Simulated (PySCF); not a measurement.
**Excitation energy of I by level of theory**

I [Kr] 4d10 5s2 5p5 (2P) → I [Kr] 4d10 5s1 5p5 5d1 (high-spin determinant), as a difference of total energies. All numbers are calculated (PySCF 2.14, a scalar-relativistic core potential, in aug-cc-pwCVDZ-PP with ECP28MDF (6s5p4d1f, 48 functions)). Correlated levels: valence: 4s2 4p6 4d10 frozen. The calculations carry no spin-orbit coupling.

```tsv
method	excitation energy (eV)
UHF	20.742
MP2 (valence)	20.401
SCS-MP2 (valence)	20.256
CCSD (valence)	18.984
CCSD(T) (valence)	18.345
```

Question: How much does correlation contribute at CCSD(T) (valence)?

Answer: 18.345 − (20.742) = -2.397 eV, measured against UHF.

The upper state lies above the first ionisation limit, where it may autoionise and the basis confines it.

The promoted electron is Rydberg-like, and one or two diffuse shells describe it only roughly, which tends to raise the upper state.

The coupled-cluster amplitudes are large for the upper state (T1 above 0.03 or a double amplitude above 0.15), so a single reference is strained.

The determinant of the upper state mixes LS terms, which raises its energy above the lowest term, most at the Hartree-Fock and MP2 levels.
